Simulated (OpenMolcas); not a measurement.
Sm2+.

* Program: OpenMolcas
* Method: CASSCF
* Basis: ANO-R1 [7s5p3d2f]
* Scalar Hamiltonian: X2C, finite nucleus
* Active space: 6 electrons in 7 orbitals (4f)
* State averaging: 2S+1 = 7 even, 7 roots; 2S+1 = 5 even, 140 roots (105 in the spin-orbit step); 2S+1 = 3 even, 259 roots kept (CI in the orbitals of an earlier block, 141 in the spin-orbit step); 2S+1 = 1 even, 197 roots kept (CI in the orbitals of an earlier block, 47 in the spin-orbit step)
* Spin-orbit coupling: state interaction with AMFI integrals over the reference wave functions, term energies averaged over their components

Levels without dynamic correlation, in cm-1 above 4f6 7F0:

| Level | E |
| --- | --- |
| 4f6 5G2(1) | 27527 |
| 4f6 5D0(1) | 18695 |
| 4f6 5L6 | 25562 |

On this reference, MS-CASPT2, IPEA 0.25 Eh, imaginary shift 0.1 Eh (closed shells correlated: 5s 5p) puts 4f6 5G2(1) at 25210 cm-1.

Problem. Estimate the other levels at that method by one scale factor, and say how well it serves.

Solution. The factor is 25210 / 27527 = 0.916. Scaled values beside those that MS-CASPT2 gives:
```
     Level  Scaled  MS-CASPT2  Miss (%)
4f6 5D0(1)   17125      15940      +7.4
   4f6 5L6   23415      24460      -4.3
```
For these levels the scaled values miss MS-CASPT2 by up to 7.4 %, as correlation changes each term by its own factor, spin-orbit parts do not scale and CASPT2 has its own spread within terms. This holds within one configuration; levels of others move differently, and the target method has errors of its own against measurement.

CASPT2 breaks the degeneracy within a term, and the mean is taken; among the terms shown or strongly mixed into the levels shown the widest spread is 350 cm-1 (4f6 7F, MS-CASPT2). High states are left out of the spin-orbit mixing, which shifts the levels that they would mix with. Without dynamic correlation excited terms often stand tens of per cent too high (terms of higher spin than the ground term too low), and those without a measured partner can miss by more than the paired ones (holds for CASSCF). Blocks of more than 70 roots (2S+1 = 5 even, 3 even) ran without multistate coupling (holds for MS-CASPT2). Levels of configurations outside the active space are missing.

A number in round brackets counts repeated terms of one configuration in the order of the reference energies.
